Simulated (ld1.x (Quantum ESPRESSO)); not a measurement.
Results of a calculation; reference values are marked as such.
# Potentials for cobalt compared

Generated with ld1.x 7.5 (TM, RRKJ, ultrasoft, PAW), atompaw 4.2 or ONCVPSP 4.0.1. The cutoff is in Ry: for ld1.x and atompaw files where the sum of valence levels is converged to 10 mRy in a Bessel basis, for ONCV files where the hardest occupied wave has 1 mHa per electron of residual kinetic energy. The error is the largest all-electron minus pseudo excitation energy over each file’s own four to seven test configurations (ionisations up to +4, promotions, holes and added fractions of an electron), all of which were solved. The labels leave out finer settings (local radius, basis sizes, second energies), which also bear on the numbers. Spin-polarised tests are not counted. The rows are a selection from randomly drawn settings: files with unsolved tests, undetermined cutoffs or missed reference levels are left out.

```csv
potential,cutoff (Ry),largest error (meV),bound ghosts
"PAW, PBEsol, scalar-relativistic, rc 1.20/1.35/1.15/1.20 (spdf), local smoothed, core correction yes, reference 3s2 3p6 3d7 4s2 4p0",90,-18,none
"PAW, PBE, scalar-relativistic, rc 1.25/1.80/1.75 (spd), local smoothed, core correction yes, reference 3s2 3p6 3d7 4s1 4p0",50,-15,none
"TM, LDA (PZ), scalar-relativistic, rc 0.80/0.85/0.90 (spd), local s, core correction yes, reference 3s2 3p6 3d7 4s0 4p0",260,+131,none
"ultrasoft, LDA (PZ), scalar-relativistic, rc 2.25/1.20/1.10 (spd), local smoothed, core correction yes, reference 3p6 3d7 4s2 4p0",100,-108,none
"PAW, LDA (PZ), scalar-relativistic, rc 2.05/2.60/0.95 (spd), local smoothed, core correction yes, reference 3d7 4s0 4p0",120,-255,none
"RRKJ, PBEsol, scalar-relativistic, rc 1.65/2.95/1.35 (spd), local s, core correction yes, reference 3d7 4s1.75 4p0.25",100,-61,none
```

Fill in the row for Co: ultrasoft, PBE, scalar-relativistic, rc 1.25/1.80/0.95 (spd), local smoothed, core correction yes, reference 3s2 3p6 3d7.5 4s1.5 4p0.

cutoff 120 Ry, largest error -42 meV, bound ghosts: none.
